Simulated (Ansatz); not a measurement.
One change: `C[N](C)[GeH3]` becomes `C[N](C)[K]`.

Ansatz, PBE0-D4/def2-TZVP geometries, multiplicity 1. 

Scalar relativity is left out up to krypton.

| property | `C[N](C)[GeH3]` |
| --- | --- |
| size of the dipole moment (B3LYP/def2-TZVPP) / D | 0.47 |
| HOMO energy (PBE/def2-TZVPP) / eV | -4.93 |
| HOMO energy (B3LYP/def2-TZVPP) / eV | -6.03 |
| LUMO energy (PBE/def2-TZVPP) / eV | -0.22 |
| HOMO–LUMO gap (PBE0/def2-TZVPP) / eV | 6.84 |
| size of the dipole moment (PBE/def2-TZVPP) / D | 0.46 |

Give the same properties after the change, and the shifts. (An estimate is asked.)

The calculation gave: 
```csv
property,`C[N](C)[K]`,shift
size of the dipole moment (B3LYP/def2-TZVPP) / D,8.90,8.43
HOMO energy (PBE/def2-TZVPP) / eV,-2.08,2.85
HOMO energy (B3LYP/def2-TZVPP) / eV,-3.01,3.02
LUMO energy (PBE/def2-TZVPP) / eV,-1.67,-1.45
HOMO–LUMO gap (PBE0/def2-TZVPP) / eV,2.01,-4.83
size of the dipole moment (PBE/def2-TZVPP) / D,8.69,8.23
```

With PBE0 the HOMO rises by 3.09 eV and the LUMO falls by 1.75 eV, so the gap narrows by about 4.84 eV. PBE moves the HOMO by 2.85 eV and ωB97M-V by 3.14 eV. Dipoles are sizes alone; their direction can turn.

B3LYP here is the variant with VWN-RPA as its local correlation; programs differ in this.
